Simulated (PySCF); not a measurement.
System (SMILES): BN (BH2-NH2).
Geometry (B3LYP-D3(BJ)/def2-TZVP, fixed):
```xyz
6

B     -0.7766     0.0323    -0.0041
N      0.6098    -0.0254     0.0032
H     -1.3984    -0.9854    -0.0254
H     -1.3119     1.0982     0.0110
H      1.1972     0.7922     0.0209
H      1.1274    -0.8889    -0.0085
```
Charge 0, spin multiplicity 1.

Basis-set convergence of the mean static polarisability at PBE with PySCF. All functions are spherical. Density fitting with generated auxiliary sets. In sets without p functions on hydrogen, species with hydrogen take exact integrals. No added dispersion term, no relativity. Reference: the value in d-aug-cc-pVTZ, 27.92 bohr³, itself unsure by roughly 0.3 % (its mean distance from aug-pcseg-2, aug-cc-pVTZ). Deviations are taken from unrounded values. Cost is core time over that of 6-31G**, rough, on shared machines of one kind; a dash marks a row that isn't timed (too short, read off another run, short of memory, by another algorithm or on other hardware).

```
basis            functions  mean static polarisability (bohr³)  minus reference (%)  cost
---------------  ---------  ----------------------------------  -------------------  ----
3-21G                   26                               18.13                -35.1     -
6-31G                   26                               19.11                -31.6     -
6-31+G*                 44                               23.50                -15.8     -
6-31G**                 48                               20.01                -28.3    1×
cc-pVDZ                 48                               21.68                -22.4    1×
6-311+G**               68                               24.90                -10.8    2×
def2-TZVPD             110                               27.59                 -1.2    3×
cc-pVTZ                116                               24.76                -11.3    3×
d-aug-cc-pVDZ          116                               27.93                  0.0    3×
pcseg-2                116                               25.18                 -9.8    3×
def2-TZVPP             118                               25.40                 -9.1    3×
jun-cc-pV(T+d)Z        134                               27.59                 -1.2    3×
cc-pVQZ                230                               26.20                 -6.2    9×
```
